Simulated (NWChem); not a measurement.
System: SnH₃Cl; SMILES [Cl][SnH3]

The following NWChem deck was run.

```
start job
memory heap 200 mb stack 900 mb global 1100 mb
geometry units angstroms noautoz
  Sn     0.000000     0.000000    -0.573354
  Cl     0.000000     0.000000     1.804161
  H      1.603451     0.400758    -1.058704
  H     -1.148792     1.188250    -1.058704
  H     -0.454659    -1.589008    -1.058704
end
basis spherical
  * library def2-tzvp
end
ecp
  Sn library def2-ecp
end
dft
  xc mn15-l
  iterations 150
  mulliken
end
task dft energy
```

Coordinates come from a PBE-D3(BJ)/def2-SVP optimisation. def2 effective core potentials on Sn; no spin-orbit coupling.

Task: Predict the main results of this run. (MN15-L/def2-TZVP with def2 effective core potentials on Sn.) Quantities: energy (Ha); highest occupied level (eV); orbital gap (eV); dipole (D).

Result: 
```json
{
 "energy (Ha)": "-675.57",
 "highest occupied level (eV)": "-7.87",
 "orbital gap (eV)": "6.32",
 "dipole (D)": "2.55"
}
```
